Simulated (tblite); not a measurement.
Compound: C3H15Ge2NSi.
Atom-mapped SMILES: `[CH3:1][GeH2:2][C@@H:3]([CH3:4])[SiH2:5][GeH2:6][NH2:7]` (hydrogens: H8, H9, H10 on C1; H11, H12 on Ge2; H13 on C3; H14, H15, H16 on C4; H17, H18 on Si5; H19, H20 on Ge6; H21, H22 on N7)

Computed with GFN2-xTB (tblite), gas phase: L-BFGS steps from a force-field or distance-geometry start until the largest atomic force falls under 0.01 eV/Å.

Step 9: E = -613.7550 eV
```
atom  x, y, z in Å  |  force x, y, z in eV/Å
C1     -2.5922    0.3859   -1.2209    0.037  -0.013   0.011
Ge2    -1.5218    0.4902    0.4295   -0.092   0.089   0.080
C3     -0.0969   -0.8958    0.4456   -0.055  -0.128  -0.024
C4     -0.7112   -2.2923    0.4910    0.013   0.015  -0.023
Si5     1.0106   -0.7073   -1.0802    0.046   0.089  -0.010
Ge6     1.9686    1.4060   -1.1298    0.109   0.183   0.122
N7      2.7925    1.7749    0.4632   -0.071  -0.071   0.009
H8     -1.9696    0.6133   -2.0825   -0.023   0.016  -0.012
H9     -2.9914   -0.6173   -1.3470   -0.024   0.010  -0.012
H10    -3.4258    1.0822   -1.2101    0.014   0.002   0.030
H11    -2.4290    0.2781    1.6325    0.043  -0.019  -0.060
H12    -0.9471    1.8770    0.5962   -0.007  -0.062  -0.010
H13     0.5164   -0.7325    1.3362   -0.044  -0.026  -0.002
H14     0.0681   -3.0571    0.5171   -0.108   0.042   0.029
H15    -1.3146   -2.4601   -0.4052    0.060  -0.029   0.150
H16    -1.3543   -2.4170    1.3674    0.074   0.014  -0.099
H17     2.0497   -1.7477   -1.0690    0.000  -0.058   0.001
H18     0.2210   -0.8999   -2.3040    0.000  -0.065  -0.006
H19     1.0462    2.5861   -1.3173   -0.018   0.049   0.018
H20     2.9760    1.6182   -2.2449    0.072  -0.007  -0.196
H21     3.4476    1.0620    0.7532    0.026   0.018   0.073
H22     3.2468    2.6724    0.5728   -0.052  -0.050  -0.070
```

Step 10: E = -613.7601 eV
```
atom  x, y, z in Å  |  force x, y, z in eV/Å
C1     -2.5952    0.3863   -1.2248    0.078   0.000   0.095
Ge2    -1.5243    0.4921    0.4298   -0.040   0.004   0.030
C3     -0.0972   -0.9020    0.4466   -0.030   0.037  -0.064
C4     -0.7123   -2.2957    0.4916    0.039   0.067  -0.014
Si5     1.0132   -0.7085   -1.0809    0.031   0.091   0.020
Ge6     1.9740    1.4102   -1.1289    0.076   0.128   0.011
N7      2.7935    1.7747    0.4632   -0.065  -0.058   0.019
H8     -1.9698    0.6151   -2.0837   -0.035   0.009  -0.019
H9     -2.9931   -0.6178   -1.3469   -0.025   0.018  -0.028
H10    -3.4277    1.0835   -1.2101    0.008  -0.003   0.012
H11    -2.4279    0.2798    1.6336    0.022  -0.023  -0.047
H12    -0.9488    1.8772    0.6001    0.000  -0.050  -0.016
H13     0.5167   -0.7335    1.3373   -0.068  -0.049  -0.021
H14     0.0653   -3.0579    0.5199   -0.043  -0.032   0.019
H15    -1.3146   -2.4620   -0.4025    0.020  -0.046   0.083
H16    -1.3528   -2.4181    1.3664    0.009   0.001  -0.022
H17     2.0493   -1.7545   -1.0707   -0.011  -0.026   0.004
H18     0.2222   -0.9057   -2.3043    0.009  -0.051   0.006
H19     1.0543    2.5950   -1.3160   -0.016   0.029   0.027
H20     2.9760    1.6250   -2.2583    0.035  -0.023  -0.119
H21     3.4456    1.0620    0.7592    0.037   0.025   0.074
H22     3.2432    2.6741    0.5731   -0.030  -0.048  -0.050
```

Step 11: E = -613.7630 eV
```
atom  x, y, z in Å  |  force x, y, z in eV/Å
C1     -2.5954    0.3864   -1.2253    0.065   0.008   0.100
Ge2    -1.5263    0.4933    0.4308    0.009  -0.050  -0.009
C3     -0.0980   -0.9044    0.4461   -0.008   0.124  -0.071
C4     -0.7121   -2.2962    0.4918    0.039   0.066   0.000
Si5     1.0151   -0.7069   -1.0811    0.026   0.077   0.020
Ge6     1.9780    1.4149   -1.1280    0.041   0.058  -0.077
N7      2.7929    1.7734    0.4642   -0.039  -0.039   0.037
H8     -1.9705    0.6161   -2.0844   -0.038   0.003  -0.010
H9     -2.9943   -0.6176   -1.3472   -0.017   0.027  -0.028
H10    -3.4281    1.0840   -1.2096    0.011  -0.008   0.007
H11    -2.4270    0.2800    1.6332   -0.001  -0.025  -0.022
H12    -0.9495    1.8763    0.6013    0.005  -0.032  -0.015
H13     0.5153   -0.7349    1.3373   -0.069  -0.050  -0.026
H14     0.0630   -3.0585    0.5216    0.006  -0.064   0.015
H15    -1.3142   -2.4637   -0.3995   -0.015  -0.052   0.018
H16    -1.3516   -2.4183    1.3651   -0.027   0.001   0.030
H17     2.0488   -1.7579   -1.0713   -0.025   0.002   0.006
H18     0.2229   -0.9093   -2.3043    0.021  -0.038   0.021
H19     1.0570    2.5995   -1.3150   -0.008   0.026   0.032
H20     2.9771    1.6272   -2.2672    0.009  -0.024  -0.066
H21     3.4455    1.0625    0.7634    0.032   0.024   0.069
H22     3.2408    2.6737    0.5718   -0.017  -0.034  -0.030
```

Step 12: E = -613.7656 eV
```
atom  x, y, z in Å  |  force x, y, z in eV/Å
C1     -2.5946    0.3867   -1.2240    0.027   0.012   0.062
Ge2    -1.5279    0.4935    0.4317    0.047  -0.073  -0.033
C3     -0.0989   -0.9042    0.4443    0.008   0.139  -0.057
C4     -0.7113   -2.2955    0.4919    0.022   0.034   0.009
Si5     1.0175   -0.7038   -1.0810    0.023   0.052   0.004
Ge6     1.9824    1.4201   -1.1286    0.007  -0.012  -0.132
N7      2.7916    1.7715    0.4658   -0.008  -0.017   0.041
H8     -1.9719    0.6170   -2.0851   -0.033  -0.001   0.006
H9     -2.9955   -0.6168   -1.3481   -0.005   0.034  -0.020
H10    -3.4280    1.0841   -1.2089    0.018  -0.010   0.012
H11    -2.4263    0.2795    1.6323   -0.022  -0.029   0.002
H12    -0.9500    1.8747    0.6021    0.009  -0.016  -0.014
H13     0.5127   -0.7370    1.3367   -0.056  -0.033  -0.021
H14     0.0609   -3.0602    0.5233    0.037  -0.060   0.011
H15    -1.3141   -2.4663   -0.3965   -0.038  -0.050  -0.034
H16    -1.3509   -2.4184    1.3644   -0.037   0.014   0.056
H17     2.0479   -1.7609   -1.0716   -0.038   0.032   0.011
H18     0.2240   -0.9133   -2.3038    0.033  -0.023   0.034
H19     1.0592    2.6041   -1.3133    0.002   0.024   0.034
H20     2.9784    1.6287   -2.2763   -0.008  -0.019  -0.021
H21     3.4460    1.0634    0.7684    0.020   0.021   0.057
H22     3.2382    2.6725    0.5700   -0.008  -0.018  -0.009
```

Problem. Estimate the geometry and energy of step 13. (The exact step hangs on the optimiser's Hessian estimate; all steps are aligned on step 12, rigid shifts and turns removed.)

Solution. E = -613.7678 eV, largest force 0.141 eV/Å
```
atom  x, y, z in Å  |  force x, y, z in eV/Å
C1     -2.5935    0.3871   -1.2220   -0.014   0.010   0.007
Ge2    -1.5285    0.4925    0.4320    0.058  -0.059  -0.033
C3     -0.0997   -0.9019    0.4416    0.016   0.077  -0.029
C4     -0.7102   -2.2945    0.4922   -0.004  -0.008   0.007
Si5     1.0202   -0.7003   -1.0810    0.015   0.023  -0.014
Ge6     1.9867    1.4246   -1.1318   -0.014  -0.055  -0.129
N7      2.7902    1.7695    0.4676    0.012  -0.002   0.019
H8     -1.9740    0.6179   -2.0856   -0.021  -0.001   0.019
H9     -2.9968   -0.6152   -1.3492    0.005   0.030  -0.008
H10    -3.4276    1.0840   -1.2081    0.020  -0.004   0.022
H11    -2.4259    0.2787    1.6315   -0.032  -0.033   0.014
H12    -0.9504    1.8729    0.6028    0.012  -0.008  -0.014
H13     0.5093   -0.7396    1.3359   -0.033  -0.006  -0.010
H14     0.0595   -3.0627    0.5253    0.042  -0.021   0.008
H15    -1.3145   -2.4697   -0.3941   -0.038  -0.039  -0.051
H16    -1.3509   -2.4183    1.3647   -0.021   0.034   0.049
H17     2.0462   -1.7633   -1.0719   -0.041   0.054   0.017
H18     0.2257   -0.9177   -2.3027    0.038  -0.009   0.038
H19     1.0620    2.6091   -1.3111    0.014   0.017   0.031
H20     2.9792    1.6302   -2.2856   -0.013  -0.012   0.008
H21     3.4467    1.0647    0.7745    0.004   0.017   0.040
H22     3.2357    2.6713    0.5685   -0.004  -0.006   0.007
```

The energy changes by -0.0022 eV. The first-order estimate −F·Δx gives -0.0032 eV and the mean of the old and new forces, exact on a quadratic surface, -0.0022 eV. The step makes an angle of 58° with the force vector and moves no atom by more than 0.009 Å.

The cost below is that of the whole relaxation. Time: 0.96 s of wall time. Hardware: Arm Neoverse N1, one thread, shared host with 64 logical CPUs at a one-minute load of 60.
